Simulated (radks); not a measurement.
The numbers below are computed, except where a source is named.
Q: Numerical settings for neutral xenon, [Xe]. Level of theory: scalar-relativistic Kohn-Sham, LDA (Slater exchange, Perdew-Wang correlation), spin-polarised, spherical densities, point nucleus (a radial shooting solver on a logarithmic mesh with Libxc functionals). The defaults (mesh step 0.008 in ln r, mesh end at 40 bohr or more with all orbitals vanishing there, Anderson mixing 0.5 over 9 steps, residual threshold near 1e-9 with the energy settled to 1e-9 hartree or 1e-11 of itself, here a cap of 57 iterations) give E = -7441.3621 hartree and 5p at -8.384 eV in 13 iterations. Run on one thread of a shared host, so times are rough (Arm Neoverse N1): 0.29 s of CPU time, 0.29 s wall, 13 iterations on 2725 mesh points. One setting is changed at a time: mesh step in ln r 0.003; mesh step in ln r 0.08; mesh step in ln r 0.005; mesh end (bohr) 8; mesh end (bohr) 20; residual threshold 1e-16; residual threshold 0.01; mixing 0.01; linear mixing, mixing 0.2; linear mixing, mixing 0.05; mixing history 20; iteration cap 8. Which runs fail to converge, and which converge to a wrong energy?

A: Not converged within the cap: mesh step in ln r 0.08; residual threshold 1e-16; linear mixing, mixing 0.2; linear mixing, mixing 0.05; iteration cap 8. No run marked as converged misses the energy by more than 1 mhartree.
